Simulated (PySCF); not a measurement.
r2SCAN on Be (beryllium, neutral), [He] 2s1 3d1, high-spin 3D determinant (an excited configuration). Computed with PySCF 2.14 in dyall-acv3z (15s9p4d2f, 76 functions), with the non-relativistic Hamiltonian (point nucleus).

```
cycle= 1 E= -14.3615915631813  delta_E= -0.000864  |g|= 0.0044  |ddm|= 0.0507
cycle= 2 E= -14.3615939771732  delta_E= -2.41e-06  |g|= 0.000331  |ddm|= 0.00381
cycle= 3 E= -14.3615940159933  delta_E= -3.88e-08  |g|= 5.25e-05  |ddm|= 0.000507
cycle= 4 E= -14.3615940170556  delta_E= -1.06e-09  |g|= 3.97e-06  |ddm|= 0.000112
cycle= 5 E= -14.3615940170759  delta_E= -2.04e-11  |g|= 4.37e-07  |ddm|= 1.79e-05
converged SCF energy = -14.3615940170759  <S^2> = 2.0000268  2S+1 = 3.0000179
```

Highest occupied orbital energy: 0.585 eV; ⟨L²⟩ = 6.00; populations by l: s 3.00, p 0.00, d 1.00, f 0.00.

Q: Can this result be used?

A: Not for this state. Self-consistency was reached. The outer electron is Rydberg-like, and this basis confines it to a smaller radius and binds it less than a complete one would. At r2SCAN the highest occupied level has a positive energy, so only the finite basis holds that electron; for this excited configuration the basis is too tight for the outer shell.
